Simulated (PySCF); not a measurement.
C3H7NSi.
SMILES: `C#C[Si@@H](C)N`

Torsions of this conformer, `[CH:1]#[C:2][Si@@H:3]([CH3:4])[NH2:5]`: H–N5–Si3–C2 -174°, H–N5–Si3–C2 46°.

The closed-shell ground state was solved at several levels (PySCF, density fitting, gas phase, non-relativistic). The structure is a single PBE0-D3(BJ)/def2-SVP conformer in the gas phase; no vibrational or solvent corrections.

```
             level  basis functions  total energy (Eh)  HOMO (eV)  LUMO (eV)  gap (eV)  dipole (D)
    B97-D/pcSseg-2              285          -462.7076      -6.01      -0.88      5.13        0.81
  wB97X-D/pcSseg-2              285          -462.7811      -9.32       1.69     11.01        0.78
       HF/pcSseg-2              285          -461.1291     -10.60       2.59     13.19        0.74
 mPW1PW91/pcSseg-2              285          -462.8095      -7.44      -0.08      7.36        0.78
PBE0/6-311+G(2d,p)              185          -462.4820      -7.40      -0.21      7.19        0.78
    B3LYP/pcSseg-2              285          -462.8780      -7.19      -0.32      6.87        0.79
    PBE0/def2-TZVP              203          -462.4981      -7.36       0.01      7.37        0.84
    B97-2/pcSseg-2              285          -462.7906      -7.14      -0.10      7.04        0.78
```

What might PBE0/aug-cc-pVDZ (182 basis functions) give for the same quantities?

Total energy -462.4334 Eh, HOMO -7.35 eV, LUMO -0.29 eV, gap 7.06 eV, dipole 0.77 D.

Over all these levels, which gives the widest orbital gap and which the narrowest?

HF/pcSseg-2 (Hartree–Fock, all exact exchange) has the widest, 13.19 eV, and B97-D/pcSseg-2 (GGA) the narrowest, 5.13 eV. The two share the basis. From the narrowest to the widest the HOMO moves by -4.59 eV and the LUMO by +3.47 eV.

How much does the basis alone move the frontier levels among the 3 PBE0 rows (the withheld one included)?

The HOMO by 0.05 eV and the LUMO by 0.30 eV. By rising basis size (HOMO, LUMO in eV): aug-cc-pVDZ -7.35, -0.29; 6-311+G(2d,p) -7.40, -0.21; def2-TZVP -7.36, 0.01.

In the pcSseg-2 basis, how does the gap go with the fixed share of exact exchange?

B97-D (0 %) 5.13 eV; B3LYP (20 %) 6.87 eV; B97-2 (21 %) 7.04 eV; mPW1PW91 (25 %) 7.36 eV; HF (100 %) 13.19 eV. Each rise in the share widens the gap here.

How far do the dipole and the HOMO energy spread over the levels?

The dipole runs from 0.74 to 0.84 D (mean 0.79 D) and the HOMO from -10.60 to -6.01 eV.

The pairwise dispersion term of B97-D and wB97X-D wasn't added to the energies; at a given geometry it leaves orbitals and properties as they are.
